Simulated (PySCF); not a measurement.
[V(SH)4]- holds V(III), d2, at total charge -1. The structure is a model geometry with rigid ligands and bond lengths from ionic radii, not a minimum; coordination tetrahedral, point group S4, metal–donor distances 2.26 Å.

Method (PySCF 2.14, density fitting): CASSCF(2,5) with orbitals averaged over all microstates of the shell, strongly contracted NEVPT2 on the averaged canonical orbitals; basis x2c-TZVPall on the metal, x2c-SVPall elsewhere; spin-free X2C; IEF-PCM water; spin-orbit coupling by state interaction with the mean-field operator over all roots.

CASSCF energies above the lowest CASSCF root:

```json
{"state": "3B (from 3A2)", "CASSCF / cm⁻¹": "0"}
{"state": "3E (from 3T2)", "CASSCF / cm⁻¹": "5320"}
{"state": "3B (from 3T2)", "CASSCF / cm⁻¹": "11327"}
{"state": "3A (from 3T1)", "CASSCF / cm⁻¹": "11480"}
{"state": "1A (from 1E)", "CASSCF / cm⁻¹": "11606"}
{"state": "1B (from 1E)", "CASSCF / cm⁻¹": "13136"}
{"state": "3E (from 3T1)", "CASSCF / cm⁻¹": "13465"}
{"state": "1E (from 1T2)", "CASSCF / cm⁻¹": "17665"}
{"state": "3A (from 3T1)", "CASSCF / cm⁻¹": "21077"}
{"state": "1A (from 1T1)", "CASSCF / cm⁻¹": "22698"}
{"state": "1B (from 1T2)", "CASSCF / cm⁻¹": "22863"}
{"state": "3E (from 3T1)", "CASSCF / cm⁻¹": "23031"}
{"state": "1A (from 1A1)", "CASSCF / cm⁻¹": "23357"}
{"state": "1E (from 1T1)", "CASSCF / cm⁻¹": "24710"}
{"state": "1B (from 1E)", "CASSCF / cm⁻¹": "26685"}
{"state": "1A (from 1E)", "CASSCF / cm⁻¹": "29321"}
{"state": "1B (from 1T2)", "CASSCF / cm⁻¹": "29350"}
{"state": "1E (from 1T2)", "CASSCF / cm⁻¹": "30367"}
{"state": "1A (from 1A1)", "CASSCF / cm⁻¹": "51151"}
```

Problem. How does dynamic correlation (SC-NEVPT2) move these states?

Solution. 
```tsv
state	NEVPT2 / cm⁻¹	shift / cm⁻¹
3B (from 3A2)	0	0
3E (from 3T2)	5537	+217
3B (from 3T2)	13793	+2466
3A (from 3T1)	12505	+1025
1A (from 1E)	8072	-3534
1B (from 1E)	10972	-2164
3E (from 3T1)	15180	+1715
1E (from 1T2)	15880	-1785
3A (from 3T1)	19448	-1629
1A (from 1T1)	21220	-1478
1B (from 1T2)	23231	+368
3E (from 3T1)	22110	-921
1A (from 1A1)	21894	-1462
1E (from 1T1)	23894	-815
1B (from 1E)	26045	-640
1A (from 1E)	29552	+232
1B (from 1T2)	28602	-748
1E (from 1T2)	30193	-174
1A (from 1A1)	44320	-6831
```

NEVPT2 on the d shell alone tends to put d–d bands too high for such charged or covalently bound ions.
